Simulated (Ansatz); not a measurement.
Reactions of hydrogen selenide, H2Se.

Gas-phase electronic energies from Ansatz, PBE0-D4/def2-TZVP geometries. CCSD(T)/CBS is the MP2 limit (def2-TZVPP, def2-QZVPP) plus CCSD(T) − MP2 in def2-TZVPP, frozen cores. This one scheme is used for every species, atoms too. DFT in def2-TZVPP. Open shells (•) are unrestricted, without spin–orbit coupling. Spin–orbit coupling would lower the free atoms: a little for F; clearly for Se. Bonds to Se are less sure, by a few kJ/mol each and by 10 to 20 or more in all where they break to atoms, as the def2 sets lack core-valence functions. Scalar relativity is left out up to krypton.

```json
{"reaction": "H₂Se + F• → `[SeH]`• + H–F", "CCSD(T)/CBS(def2) (kcal/mol)": "-55.4"}
{"reaction": "H₂Se → 2 H• + Se•", "CCSD(T)/CBS(def2) (kcal/mol)": "166.2"}
{"reaction": "H₂Se + `[OH]`• → `[SeH]`• + H₂O", "CCSD(T)/CBS(def2) (kcal/mol)": "-39.5"}
{"reaction": "H₂Se → H• + `[SeH]`•", "CCSD(T)/CBS(def2) (kcal/mol)": "87.1"}
{"reaction": "H₂Se + H• → `[SeH]`• + H₂", "CCSD(T)/CBS(def2) (kcal/mol)": "?"}
```

Task: Fill in the missing values. (An estimate is asked.)

Result: Computed: H₂Se + H• → `[SeH]`• + H₂: -23.0 kcal/mol.

Largest T1 diagnostic: 0.008, for `[OH]`•.
